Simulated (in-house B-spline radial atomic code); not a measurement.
# RPA and G0W0 on wB97X: Si4+

Configuration [He] 2s2 2p6, mean-field start wB97X. Computed with a B-spline radial code for spherical atoms: all electrons, non-relativistic, point nucleus, each spin shell either full or empty, empty states to l = 9 with an (l + 1/2)⁻⁴ tail; G0W0 by contour deformation at full frequency.

Command:
```bash
python run_gw.py task.json out
```
Settings (radii: box in bohr, nucleus in fm):
```
Z                        14
electrons                10
configuration            [He] 2s2 2p6
hamiltonian              nr
method                   wb97x
lmax                     9
spin_polarised           False
box_radius               11.96
intervals                47
```

Cost of the run: 0.7 s on 1 thread of Intel(R) Xeon(R) Platinum 8375C CPU @ 2.90GHz, on a shared host.

Energies (hartree):

| term | value |
| --- | --- |
| mean-field total | -285.62446 |
| Hartree-Fock functional on these orbitals | -285.17759 |
| direct second order | -0.6519 |
| second-order exchange | 0.23135 |
| SOSEX correction | 0.21612 |

Problem. What is the RPA correlation energy, and what remains with SOSEX?

Solution. RPA gives -0.59161 hartree (-1.61 eV per electron); RPA + SOSEX gives -0.37549, and the second-order doubles -0.42055 hartree (no singles). RPA lacks exchange-type terms and so overcorrelates at short range.

Quasi-particle levels (eV):

```csv
level,occupied,mean field,Σx - vxc,Σc,QP weight,G0W0
2p,yes,-155.48,-13.08,?,?,?
2s,yes,-200.13,-19.50,4.59,0.960,-215.05
1s,yes,-1854.99,-71.88,26.30,0.873,-1900.57
3s,no,-44.76,0.20,-0.48,0.997,-45.03
```

G0W0 = mean field + (Σx - vxc) + Σc, with Σc (partial-wave tail included) taken at the quasi-particle energy.

Problem. Where does G0W0 put 2p?

Solution. At -166.77 eV, with Σc = 1.80 eV and a quasi-particle weight of 0.972. The tabulated removal energy is 166.767 ± 0.003 eV (NIST, measured); the calculation leaves out relativity, Breit and QED terms, and what these don't explain is the method's own error.
